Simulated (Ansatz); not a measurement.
`CB/N=C(/F)[SiH3]`, charge 0, multiplicity 1.

Q: Give a relaxed structure at PBE0-D4/def2-TZVP (Ansatz 0.2.0). (Best estimate.)

A: The calculation gave: 
Cartesian coordinates in Å:
```
C -1.379 1.659 -1.224
B -0.090 1.504 -0.345
N 0.115 0.414 0.464
C 0.323 -0.580 1.151
F -0.096 -0.604 2.449
Si 1.198 -2.184 0.645
H -1.899 2.585 -0.956
H -1.098 1.771 -2.277
H -2.081 0.829 -1.136
H 0.775 2.336 -0.345
H 0.253 -3.313 0.824
H 1.601 -2.043 -0.772
H 2.378 -2.375 1.522
```
This is one stationary point; other conformers may exist.
